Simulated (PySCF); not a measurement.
Radial density of Rh⁺ (rhodium, charge +1)

wB97X, [Kr] 4d8, high-spin 3F determinant. Computed with PySCF 2.14 in x2c-TZVPPall with one added diffuse shell each of s, p, d, f type (9s7p7d3f1g, 95 functions), with scalar relativity by spin-free X2C-1e.

```
r (bohr)  4πr²ρ (e/bohr)  4πr²(ρα − ρβ)
  0.0349           51.63        -0.0002
  0.0586           52.87         0.0063
  0.0986           71.89         0.0615
   0.166           50.92         0.2555
   0.279           55.36         0.3197
   0.469           32.44        -0.0014
   0.790           14.88         0.9280
    1.33           10.79         1.4531
    2.23           2.137         0.4287
    3.76          0.1604         0.0230
    6.32       0.0009568         0.0000
    10.6       1.219e-05         0.0000
```

Densities and radii are taken from the X2C orbitals without a picture-change correction, which distorts them close to the nucleus.
